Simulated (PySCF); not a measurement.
## Telling isomers of C₅H₁₀N₂ apart by NMR

[PySCF 2.14.0 with density-fitted response routines: shielding tensors at PBE0/pcSseg-1 (GIAO); J couplings at B3LYP/pcJ-1 (spin–dipole term left out of most H,H and C,H couplings); coordinates at the GFN2-xTB level; one conformer; equivalent nuclei averaged; non-relativistic Hamiltonian; no solvent model]

References, each an isolated molecule treated in the same way: $^{1}$H (31.72 ppm), $^{13}$C (186.93 ppm) vs TMS. Multiplet labels drop J under 1 Hz and among equivalent protons, and merge close values. Unscaled 3J(H,H) run several per cent high. Where no couplings were computed, multiplicities follow the n + 1 count of equivalent neighbours, and m marks all less simple cases (inequivalent or close neighbours, rings, F or P nearby). Vicinal couplings that depend on rotamer populations or ring flexing (ring, CH–CH, X–H and H–F types) are those of the one conformer. Shifts are as computed. Against solution values, carbons near 30 ppm lie about +3 ppm off and those near 130 ppm about +5 ppm. Of 1211 compounds with measured shifts, 218 miss one by over three times the rms of a fit or turn the order of signals round; such compounds aren't used in these exercises. OH and NH positions are gas-phase values without hydrogen bonding to other molecules.

(1) Tabulate the signals of `C=C/C(C)=N\NC`, `CC1=NNC[C@H]1C`, `C=CCN(N)C=C`, `C/C(=N/N)C1CC1` and their relative energies.

(2) What is the quickest way to tell C=CCN(N)C=C from C/C(=N/N)C1CC1?

(3) What is the quickest way to tell C=C/C(C)=N\NC from C=CCN(N)C=C?

(4) What is the quickest way to tell CC1=NNC[C@H]1C from C/C(=N/N)C1CC1?

Results:

(1) 
```json
{"SMILES": "C=C/C(C)=N\\NC", "carbon types": "1×C 1×CH 1×CH2 2×CH3", "δC": "134.0, 127.9, 120.0, 41.6, 23.5", "δH": "6.62 (m, 1H), 5.42 (m, 1H), 5.37 (m, 1H), 5.15 (br s, 1H), 3.34 (s, 3H), 2.02 (s, 3H)", "E rel. (kcal/mol)": "22.3"}
{"SMILES": "CC1=NNC[C@H]1C", "carbon types": "1×C 1×CH 1×CH2 2×CH3", "δC": "149.5, 57.2, 45.8, 21.3, 15.7", "δH": "4.36 (br s, 1H), 3.93 (m, 1H), 2.93 (m, 1H), 2.87 (m, 1H), 1.97 (d, 3H), 1.18 (m, 3H)", "E rel. (kcal/mol)": "0.0"}
{"SMILES": "C=CCN(N)C=C", "carbon types": "2×CH 3×CH2", "δC": "149.2, 145.2, 121.8, 83.0, 66.6", "δH": "6.43 (dd, 1H), 6.32 (ddt, 1H), 5.36 (dt, 1H), 5.29 (dt, 1H), 3.92 (dd, 1H), 3.81 (dt, 2H), 3.66 (dd, 1H), 3.14 (br s, 2H)", "E rel. (kcal/mol)": "35.9"}
{"SMILES": "C/C(=N/N)C1CC1", "carbon types": "1×C 1×CH 2×CH2 1×CH3", "δC": "142.5, 22.2, 9.6, 5.6", "δH": "5.24 (br s, 2H), 1.59 (s, 3H), 1.41 (m, 1H), 0.66 (m, 2H), 0.58 (m, 2H)", "E rel. (kcal/mol)": "22.6"}
```

Energies are electronic energies at PBE0/pcSseg-1 on these geometries, without zero-point or thermal terms, each for the one conformer computed, which needn't be the lowest.

(2) Count the carbon signals: 5 against 4. The first has an alkene carbon bearing nitrogen (CH) at 149.2 ppm, the second a C=N carbon (C) at 142.5 ppm. In the proton spectra the most deshielded non-exchanging signals are 6.43 (dd, J = 15.7, 10.0 Hz, 1H) and 1.59 (s, 3H).

(3) Both give the same number of carbon signals, but DEPT or the intensities differ. The first has a C=N carbon (C) at 134.0 ppm, the second an allylic sp3 CH2 bonded to N at 66.6 ppm. Their most deshielded carbons lie at 134.0 and 149.2 ppm.

(4) Count the carbon signals: 5 against 4. The first has an sp3 CH2 bonded to N at 57.2 ppm, the second a three-membered-ring carbon (CH2) at 5.6 ppm. Their most deshielded carbons lie at 149.5 and 142.5 ppm. In the proton spectra the most deshielded non-exchanging signals are 3.93 (m, 1H) and 1.59 (s, 3H).
